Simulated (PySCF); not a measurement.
Ge(OMe)(SiH3) (CH6GeOSi), SMILES C[O][Ge][SiH3] (connectivity only; charge and spin as stated), neutral, multiplicity 1.

Coordinates come from a B3LYP-D3(BJ)/def2-SVP optimisation. The structure was generated by enumeration; whether it is a known compound was not checked. The values are those of a single conformer.

All values below come from TDA-CAM-B3LYP/def2-SVPD (PySCF).

Vertical excitations.  State labels are in the subgroup Cs.

Give excitation energies, oscillator strengths and character. (An estimate is asked for; the answer gives what the named calculation found.)


```csv
state,symmetry,energy (eV),λ (nm),f,main pairs
S1,A",2.43,511,0.004,HOMO→LUMO 99 %
S2,A",4.89,254,0.011,HOMO−1→LUMO 97 %
S3,A',5.12,242,0.028,"HOMO→LUMO+1 72 %, HOMO→LUMO+3 22 %"
S4,A',5.72,217,0.082,HOMO−2→LUMO 89 %
S5,A',5.92,209,0.124,"HOMO→LUMO+2 72 %, HOMO→LUMO+3 17 %"
S6,A',6.21,200,0.537,"HOMO→LUMO+3 54 %, HOMO→LUMO+1 21 %, HOMO→LUMO+2 15 %"
S7,A",6.46,192,0.000,HOMO−3→LUMO 97 %
S8,A',6.58,188,0.025,"HOMO→LUMO+4 52 %, HOMO→LUMO+6 33 %, HOMO−4→LUMO 8 %"
S9,A",6.65,186,0.017,HOMO→LUMO+5 94 %
S10,A',6.83,181,0.206,HOMO−4→LUMO 81 %
T1,A",1.58,787,0,HOMO→LUMO 98 %
T2,A',4.22,294,0,HOMO→LUMO+1 90 %
T3,A",4.32,287,0,HOMO−1→LUMO 91 %
T4,A',4.39,283,0,HOMO−2→LUMO 94 %
```
Triplets are in the Tamm–Dancoff approximation.
